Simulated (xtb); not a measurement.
IK, triplet, at the geometry of the source list (GFN-xTB shapes and energies of metal compounds can be far from the true ones) (a higher spin typed on purpose: for a closed-shell molecule this is an excited state). Base run: GFN2-xTB (xtb).

Geometry (Å):
```xyz
2

K     -1.0589    -0.7522    -0.9022
I      1.0589     0.7522     0.9022
```
Charge 0, spin multiplicity 3.
All else is at xtb's defaults.
Base energy -3.93491 Eh.

The base run was repeated with changes; each row names its change, and settings that it needs were set with it.

| change | ΔE vs base (kJ/mol) | dipole (D) | G_solv (kcal/mol) | SCF cycles |
|---|---|---|---|---|
| base | 0.00 | 6.45 | - | 14 |
| etemp = 10000 | -189.2 | 4.20 | - | 12 |
| gbsa = toluene | -23.30 | 6.46 | -5.57 | 14 |
| gbsa = methanol | -19.11 | 6.47 | -4.57 | 14 |
| alpb = cs2 | -20.71 | 6.46 | -4.95 | 14 |

ALPB and GBSA are two models with their own fitted parameters for each solvent, which aren't always the measured dielectric constant.
